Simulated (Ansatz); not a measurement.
System: GeH (charge 0, doublet). SMILES: [GeH]
Geometry from a B3LYP-D3(BJ)/def2-TZVP (Ansatz, an electronic-structure program) optimisation:
```
Ge
H 1 1.6063
```
Charge 0, spin multiplicity 2.

Property: vertical ionisation energy (to the singlet state of charge +1; each state is the SCF solution reached for its spin), in eV. Correlated levels leave the core frozen unless marked. Open shells are spin-unrestricted. No spin-orbit coupling. Frozen are the shells of the preceding noble gas and the d and f shells that filled before the atom's block. No relativistic terms. CBS(X,Y): correlation extrapolated as X^-3; Hartree-Fock from the larger set.

CCSD(T)/CBS(aug-cc-pVTZ,aug-cc-pVQZ) (Ansatz) gives 7.69 eV.

Another calculation gave 7.82 eV. Which level was it?
(A) r2SCAN/def2-TZVPD (Ansatz)
(B) wB97X-V/def2-TZVPD (Ansatz)
(C) CAM-B3LYP/def2-TZVPD (Ansatz)

C, CAM-B3LYP/def2-TZVPD (Ansatz). The others give 7.67 (wB97X-V), 7.96 (r2SCAN) eV.
